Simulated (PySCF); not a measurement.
Computed Raman spectrum (relative Raman activity) of a molecule ClH7OSi3. Geometry: B3LYP-D3(BJ)/def2-SVP. One conformer was computed; it need not be the lowest. All values below come from PySCF with B3LYP-D3(BJ)/def2-SVP. Frequencies are harmonic and unscaled.

Lines under 2 % of the strongest are left out, and lines within 2 cm⁻¹ are merged.

| ν (cm⁻¹) | relative intensity |
|---|---|
| 443 | 3.5 |
| 596 | 3.1 |
| 696 | 3.5 |
| 730 | 3.3 |
| 744 | 3.3 |
| 953 | 7.2 |
| 962 | 4.8 |
| 1009 | 4.8 |
| 2200 | 9.5 |
| 2217 | 14 |
| 2222 | 100 |
| 2241 | 77 |

Question: Which structure fits?
A) O[Si]([SiH3])([SiH3])Cl
B) O[SiH2][SiH2][SiH2]Cl
C) [SiH3]O[SiH2][SiH2]Cl
D) O[SiH2][Si@@H]([SiH3])Cl

Answer: C, [SiH3]O[SiH2][SiH2]Cl
